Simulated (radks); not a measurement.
Results of a calculation; reference values are marked as such.
Valence configurations of Ni (all share [Ar]). Code: a radial shooting solver on a logarithmic mesh with Libxc functionals. Model: Dirac Kohn-Sham, BLYP, spin-unpolarised, spherical densities, point nucleus; open shells fill j = l - 1/2 first. Energies are relative to 3d8 4s2; eigenvalues in eV.

valence          E (eV)  e(3d3/2)  e(3d5/2)  e(4p1/2)  e(4p3/2)  e(4s1/2)
3d8 4s2           0.000    -8.904    -8.664         -         -    -5.599
3d7 4s2 4p1      10.322   -16.174   -15.911    -2.554         -    -7.963
3d6 4s2 4p2      26.972   -24.083   -23.796    -3.734         -   -10.046
3d9 4s1          -1.430    -4.732    -4.513         -         -    -4.520
3d8 4p2           9.487   -12.361   -12.119    -2.717         -         -
3d6 4s1 4p3      33.527   -25.530   -25.241    -4.319    -4.179   -10.847
3d6 4p4          40.297   -26.877   -26.588    -4.852    -4.701         -
3d8 4s1.5 4p0.5   2.236    -9.906    -9.665    -1.691         -    -6.263
3d5 4s1 4p4      58.224   -34.016   -33.702    -5.445    -5.266   -12.746
3d5 4s2 4p3      50.833   -32.698   -32.385    -4.916    -4.747   -12.045

NIST lists [Ar] 3d8 4s2 as the ground configuration; this level of theory puts 3d9 4s1 lower, by 1.430 eV. The energies are those of spherical spin-averaged densities, not of single terms.
